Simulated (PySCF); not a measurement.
## Structure elucidation problem

An unknown has the formula C$_{4}$H$_{9}$NO$_{2}$Si. Its calculated NMR data are:

$^{1}$H NMR (600 MHz, computed): δ 4.74 (s, 2H), 4.18 (t, 2H), 3.67 (s, 3H), 3.58 (t, 2H).

$^{13}$C{$^{1}$H} NMR (computed): δ 126.4 (C), 76.4 (CH2), 65.8 (CH2), 59.0 (CH3).

- GIAO PBE0/pcSseg-1 shieldings
- geometry from GFN2-xTB
- code: PySCF 2.14
- non-relativistic, averaged over atoms made equivalent by symmetry, fast rotation or ring inversion, no solvent model, one computed conformer

Chemical shifts δ = σref − σ; $^{1}$H and $^{13}$C vs TMS, all at this level.

What is the structure?

## Answers


- The formula gives 2 degrees of unsaturation (no ring in the answer).
- 4 carbon signals for 4 carbons: no two carbons are equivalent.
- Carbon types of the structure: 1 × C, 2 × CH2, 1 × CH3, leaving 2 H on heteroatoms.
- δC 126.4: nitrile carbon; typical of a nitrile.
- δC 76.4, 65.8: sp3 CH2 bonded to O; the inductive effect lowers its shielding.
- δC 59.0: methyl carbon bonded to O; the inductive effect lowers its shielding.
- δH 4.74: hydrogen on a silicon bonded to C, O.
- δH 4.18, 3.58: hydrogen on an sp3 CH2 bonded to O; its carbon carries O, which withdraws density.
- δH 3.67: hydrogen on a methyl carbon bonded to O; its carbon carries O, hence the downfield position.

The compound is `InChI=1S/C4H9NO2Si/c1-6-2-3-7-8-4-5/h2-3,8H2,1H3`.

This is the structure that produced the data.

Shifts are as computed. Against solution values, carbons near 30 ppm lie about +3 ppm off and those near 130 ppm about +5 ppm. Of 1211 compounds with measured shifts, 218 miss one by over three times the rms of a fit or turn the order of signals round; such compounds aren't used in these exercises. Multiplicities follow the n + 1 count of equivalent neighbours, as no J values were calculated; m marks all less simple cases, F and P coupling included.
